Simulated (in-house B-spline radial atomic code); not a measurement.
# B3LYP (VWN-RPA) excitations of Ga+

Method: B3LYP (VWN-RPA). Computed with an all-electron radial atomic-structure program (B-spline basis): linear response of the closed shell [Ar] 3d10 4s2 with the functional's adiabatic kernel; non-relativistic, point nucleus, no spin-orbit coupling, no double excitations, S, P, D and F terms only; shells from n = 2 respond. Only terms of natural parity with L up to 3 were computed.

Without relativity these are model numbers for so heavy an element.

Command:
```bash
python run_td.py task.json out
```
Settings (radii: box in bohr, nucleus in fm):
```
Z                        31
electrons                30
configuration            [Ar] 3d10 4s2
hamiltonian              nr
method                   b3lyp
box_radius               41.61
intervals                57
```

Run time, properties included: 2 s on 1 thread of Arm Neoverse N1 (shared host).

The lowest states, in the order of their Tamm-Dancoff energies; the method's threshold (minus the highest occupied level) is 16.934 eV. Labels give the largest channel, * marks a mixed state, and oscillator strengths are full-response dipole values. Measured ¹D terms are left out, since they can mix with doubly excited terms. Semilocal kernels can invert the small singlet-triplet splittings of Rydberg terms. Energies in eV:

```json
{"state": "4s → 4p 3P", "full response": "5.747", "Tamm-Dancoff": "5.867", "oscillator strength": "-", "measured (J-weighted term)": "5.987"}
{"state": "4s → 4p 1P", "full response": "8.545", "Tamm-Dancoff": "8.929", "oscillator strength": "1.62", "measured (J-weighted term)": "8.766"}
{"state": "4s → 5s 3S", "full response": "12.109", "Tamm-Dancoff": "12.113", "oscillator strength": "-", "measured (J-weighted term)": "12.764"}
{"state": "4s → 5s 1S", "full response": "12.474", "Tamm-Dancoff": "12.495", "oscillator strength": "-", "measured (J-weighted term)": "13.224"}
{"state": "4s → 4d 3D", "full response": "?", "Tamm-Dancoff": "?", "oscillator strength": "-", "measured (J-weighted term)": "?"}
{"state": "4s → 4d 1D", "full response": "13.406", "Tamm-Dancoff": "13.409", "oscillator strength": "-", "measured (J-weighted term)": "-"}
{"state": "4s → 5p 3P", "full response": "13.648", "Tamm-Dancoff": "13.654", "oscillator strength": "-", "measured (J-weighted term)": "14.708"}
{"state": "4s → 5p 1P", "full response": "13.840", "Tamm-Dancoff": "13.889", "oscillator strength": "0.00823", "measured (J-weighted term)": "-"}
{"state": "4s → 6s 3S", "full response": "14.876", "Tamm-Dancoff": "14.877", "oscillator strength": "-", "measured (J-weighted term)": "-"}
{"state": "4s → 6s 1S", "full response": "14.978", "Tamm-Dancoff": "14.984", "oscillator strength": "-", "measured (J-weighted term)": "-"}
{"state": "4s → 5d 3D", "full response": "15.300", "Tamm-Dancoff": "15.302", "oscillator strength": "-", "measured (J-weighted term)": "-"}
{"state": "4s → 5d 1D", "full response": "?", "Tamm-Dancoff": "?", "oscillator strength": "-", "measured (J-weighted term)": "-"}
```

Q: Where does 4s → 4d 3D lie?

A: At 13.244 eV in full response, 13.253 eV in Tamm-Dancoff; measured 14.116 eV.

Q: Where does 4s → 5d 1D lie?

A: At 15.360 eV in full response, 15.361 eV in Tamm-Dancoff.

Q: How large is the singlet-triplet splitting of 4s → 4p (P terms) in Tamm-Dancoff?

A: 3.06 eV, from the unrounded values.

Q: What polarisabilities and dispersion coefficient does the method give?

A: Dipole 18.5 bohr³, quadrupole 84.87 bohr⁵, C6 94.54 hartree·bohr⁶ for two such species.
